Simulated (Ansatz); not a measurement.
```xyz
8

C     0.356   -1.559   -0.429
Al    0.017    0.316   -0.062
B    -0.292    2.268    0.254
S    -1.058    1.339    1.589
H    -0.587   -2.108   -0.492
H     0.904   -1.704   -1.362
H     0.939   -2.001    0.385
H    -0.278    3.449    0.118
```

The species carries charge 0 and has multiplicity 1.

Q: List the CAM-B3LYP/def2-TZVPP orbital energies in eV (Ansatz 0.2.0). (An estimate is asked.)

A: The calculation gave: Occupied: -2419.27, -1526.50, -278.67, -217.33, -186.00, -161.85, -161.82, -161.77, -114.57, -75.29, -75.18, -75.04, -21.79, -21.21, -14.22, -13.17, -13.14, -12.72, -11.13, -9.60, -9.50, -7.38. Lowest empty: -0.71, 0.27, 0.81, 1.68, 2.38, 3.05, 3.45, 3.61.
